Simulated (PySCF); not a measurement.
Estimate the missing entries of this data sheet.

C8H13NSi.
InChI=1S/C8H13NSi/c1-10(2,3)8-4-6-9-7-5-8/h4-7H,1-3H3

Conformer (atom-mapped SMILES and torsion angles): `[CH3:1][Si:2]([CH3:3])([CH3:4])[c:5]1[cH:6][cH:7][n:8][cH:9][cH:10]1`: C1–Si2–C5–C6 -112°.

```json
{"property": "point group", "level": "PBE0-D3(BJ)/def2-SVP", "value": "C1"}
{"property": "rotational constants A, B, C", "level": "PBE0-D3(BJ)/def2-SVP", "value": "?"}
{"property": "dipole moment", "level": "PBE0/def2-SVPD", "value": "2.80 D"}
{"property": "HOMO energy", "level": "PBE0/def2-SVPD", "value": "-7.21 eV"}
{"property": "LUMO energy", "level": "PBE0/def2-SVPD", "value": "-1.00 eV"}
{"property": "lowest singlet excitation", "level": "TDDFT PBE0/def2-SVPD", "value": "4.59 eV (270 nm, f = 0.006)"}
{"property": "strongest line among the 10 lowest singlet transitions", "level": "TDDFT PBE0/def2-SVPD", "value": "?"}
{"property": "lowest triplet excitation (Tamm–Dancoff)", "level": "TDA PBE0/def2-SVPD", "value": "3.93 eV"}
{"property": "static isotropic polarisability", "level": "PBE0/def2-SVPD", "value": "?"}
{"property": "vertical ionisation energy", "level": "ΔSCF PBE0/def2-SVPD", "value": "9.05 eV"}
{"property": "electronic spatial extent ⟨r²⟩ about the centre of nuclear charge", "level": "PBE0/def2-SVPD", "value": "1946 bohr²"}
{"property": "13C chemical shifts (computed TMS as zero) by class", "level": "GIAO PBE/pcSseg-1", "value": "152.3 (2 C), 151.1 (1 C), 131.1 (2 C), -1.5 (3 C) ppm"}
{"property": "1H chemical shifts (computed TMS as zero) by class", "level": "GIAO PBE/pcSseg-1", "value": "?"}
{"property": "isotropic shieldings of nuclei other than C and H, by class", "level": "GIAO PBE/pcSseg-1", "value": "?"}
```

The electronic properties come from PySCF, for the isolated species, density fitting. Isolated species at its PBE0-D3(BJ)/def2-SVP geometry, gas phase. NMR classes are plain means over equivalent atoms (diastereotopic ones count apart unless rotation or inversion swaps them), as if these changed places fast; in this geometry the members of some classes differ.

**Question.** The rotational constants A, B, C?

**Answer.** 2.067, 0.718, 0.642 GHz.

**Question.** The strongest line among the 10 lowest singlet transitions?

**Answer.** S6 at 6.72 eV (184 nm, f = 0.231).

**Question.** What are the 1H chemical shifts (computed TMS as zero) by class?

**Answer.** 8.66 (2 H), 7.13 (2 H), 0.27 (9 H) ppm.

**Question.** What is the static isotropic polarisability?

**Answer.** 124.8 au.

**Question.** What are the isotropic shieldings of nuclei other than C and H, by class?

**Answer.** -95 (1 N), 339 (1 Si) ppm.

The polarisability is 18.50 Å³ as a volume (1 au = 0.148185 Å³), or 1.52 au for each of the 82 electrons. The 10 singlets span 4.59 to 7.01 eV, and their oscillator strengths add up to 0.69. The ΔSCF ionisation energy exceeds −ε(HOMO) by 1.84 eV with PBE0.

For the TDDFT job (PBE0/def2-SVPD), the run took 9.1 min on Arm Neoverse V1, one thread, shared host.
